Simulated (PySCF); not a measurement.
Species: C7H5NOS.
Bonds: O1–C2 (double), C2–C3, C3–C4 (aromatic), C4–S5 (aromatic), S5–C6 (aromatic), C6–C7 (aromatic), C7–C8 (aromatic), C8–N9 (aromatic), N9–C10 (aromatic), C3–C10 (aromatic), C6–C10 (aromatic). Hydrogens: H11 on C2; H12 on C4; H13 on C7; H14 on C8; H15 on N9.

Method: TDDFT wB97X-D/def2-SVPD, vertical, gas phase, core orbitals frozen in the response in PySCF. Isolated species at its PBE0-D3(BJ)/def2-SVP geometry (one conformer only). Torsions of this conformer, `[O:1]=[CH:2][c:3]1[cH:4][s:5][c:6]2[cH:7][cH:8][nH:9][c:10]12`: O1–C2–C3–C4 180°.

Q: Predict the UV-vis stick spectrum at this level.

A: 

| state | E (eV) | E (kJ/mol) | λ (nm) | f | symmetry | main configurations (H = HOMO, L = LUMO) |
| --- | --- | --- | --- | --- | --- | --- |
| S1 | 4.10 | 396 | 302.5 | 0.0005 | – | H-2→L (88%), H-2→L+1 (9%) |
| S2 | 4.20 | 405 | 295.1 | 0.064 | A′ | H→L (85%), H-1→L (13%) |
| S3 | 4.65 | 449 | 266.5 | 0.188 | A′ | H-1→L (83%), H→L (13%) |
| S4 | 5.84 | 564 | 212.1 | 0.309 | A′ | H→L+1 (89%) |
| S5 | 5.88 | 567 | 210.8 | 0.0003 | – | H→L+2 (82%) |
| S6 | 6.02 | 581 | 205.8 | 0.0003 | – | H-1→L+2 (76%) |

The lowest singlet comes at 302 nm (396 kJ/mol) in the ultraviolet; it is dark (f under 0.0005); its leading configuration is HOMO-2→LUMO (88%). The strongest level in the table is S4 at 5.84 eV (212 nm, f = 0.309). Löwdin shares by element: HOMO carbon 64% or more (atoms not listed hold the other 36%); LUMO carbon 44% or more, oxygen 20%, sulfur 14% (atoms not listed hold the other 22%). Of the 6 states listed, 3 reach f = 0.01 and 3 stay under 0.0005. The oscillator strengths of these states sum to 0.563; summed over the whole spectrum of an exact calculation they would give the number of electrons, 78 (Thomas–Reiche–Kuhn). The listed states span 1.93 eV, and the widest gap between neighbours is 1.19 eV (S3 to S4). Symmetry labels in Cs follow from the direction of the transition dipole and are given only for states with f of 0.002 or more. The window holds the lowest 6 singlets.
